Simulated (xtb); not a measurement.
HgI (SMILES [I][Hg]), doublet, from a rough starting geometry (GFN-xTB shapes and energies of metal compounds can be far from the true ones) (the spin is typed, not shown lowest); GFN2-xTB (xtb).

Here is a job for xtb.
```
$ xtb mol.xyz --gfn 2 --uhf 1 --opt vtight --json

# file mol.xyz
2

Hg    -0.94237655    -0.79473478    -0.79052486
I      0.94404391     0.80639231     0.86850582
```

It wrote (shortened):

```
   ID    Z sym.   atoms
    1   80 Hg     1
    2   53 I      2

           -------------------------------------------------
          |                Calculation Setup                |
           -------------------------------------------------

           -------------------------------------------------
          |                 G F N 2 - x T B                 |
           -------------------------------------------------

          ...................................................
          :                      SETUP                      :
          :.................................................:
          :  # basis functions                  14          :
          :  # atomic orbitals                  13          :
          :  # shells                            5          :
          :  # electrons                         9          :
          :  max. iterations                   250          :
          :  Hamiltonian                  GFN2-xTB          :
          :  restarted?                      false          :
          :  GBSA solvation                  false          :
          :  PC potential                    false          :
          :  electronic temp.          300.0000000     K    :
          :  accuracy                    1.0000000          :
          :  -> integral cutoff          0.2500000E+02      :
          :  -> integral neglect         0.1000000E-07      :
          :  -> SCF convergence          0.1000000E-05 Eh   :
          :  -> wf. convergence          0.1000000E-03 e    :
          :  Broyden damping             0.4000000          :
          :  net charge                          0          :
          :  unpaired electrons                  1          :
          ...................................................

 iter      E             dE          RMSdq      gap      omega  full diag
   1     -4.6008000 -0.460080E+01  0.202E+01    6.00       0.0  T
   2     -4.6445354 -0.437355E-01  0.565E+00    7.61       1.0  T
   3     -4.6448672 -0.331819E-03  0.378E+00    7.58       1.0  T
   4     -4.6450341 -0.166837E-03  0.170E+00    7.71       1.0  T
   5     -4.6442788  0.755308E-03  0.160E+00    7.57       1.0  T
   6     -4.6452266 -0.947823E-03  0.284E-01    7.66       1.0  T
   7     -4.6452336 -0.706343E-05  0.125E-01    7.67       1.0  T
   8     -4.6452379 -0.429330E-05  0.475E-02    7.67       1.5  T
   9     -4.6452387 -0.730186E-06  0.113E-03    7.67      62.6  T
[...]
         :: total energy              -4.644906167668 Eh    ::
 * total energy  :    -4.6449062 Eh     change       -0.2406964E-12 Eh
 * total energy  :    -4.6448661 Eh     change        0.4003543E-04 Eh
 * total energy  :    -4.6449076 Eh     change       -0.4147108E-04 Eh
 * total energy  :    -4.6449076 Eh     change       -0.4421288E-08 Eh
   *** GEOMETRY OPTIMIZATION CONVERGED AFTER 4 ITERATIONS ***
         :: total energy              -4.644907607735 Eh    ::
[...]
         7                         -0.1219495              -3.3184
         8                          0.0207653               0.5651
         9                          0.0207653               0.5651
        10                          0.0266239               0.7245
        11                          0.0321720               0.8754
        12                          0.0321720               0.8754
        13                          0.2739528               7.4546
      -------------------------------------------------------------
                  HL-Gap            0.2816648 Eh            7.6645 eV
             Fermi-level           -0.3383848 Eh           -9.2079 eV

     #   Z          covCN         q      C6AA      α(0)
     1  80 Hg       0.843     0.105   348.860    36.034
     2  53 I        0.843    -0.105   379.443    33.627

 Mol. C6AA /au·bohr⁶  :       1453.183855
 Mol. C8AA /au·bohr⁸  :     139474.418003
 Mol. α(0) /au        :         69.661606

Wiberg/Mayer (AO) data.
largest (>0.10) Wiberg bond orders for each atom

 ---------------------------------------------------------------------------
     #   Z sym  total        # sym  WBO       # sym  WBO       # sym  WBO
 ---------------------------------------------------------------------------
     1  80 Hg   0.866 --     2 I    0.866
     2  53 I    0.866 --     1 Hg   0.866
 ---------------------------------------------------------------------------

Topologies differ in total number of bonds
Writing topology from bond orders to xtbtopo.mol

molecular dipole:
                 x           y           z       tot (Debye)
 q only:       -0.373      -0.317      -0.328
   full:       -0.862      -0.731      -0.758       3.459
molecular quadrupole (traceless):
                xx          xy          yy          xz          yz          zz
 q only:        0.027      -0.007       0.018      -0.042      -0.040      -0.044
  q+dip:       -0.132      -0.989       0.168      -1.106      -0.949      -0.036
   full:       -0.212      -1.392       0.221      -1.523      -1.303      -0.009

optimized geometry written to: xtbopt.xyz

           -------------------------------------------------
          | TOTAL ENERGY               -4.644907607735 Eh   |
          | GRADIENT NORM               0.000001150577 Eh/α |
          | HOMO-LUMO GAP               7.664489551313 eV   |
           -------------------------------------------------

normal termination of xtb
```
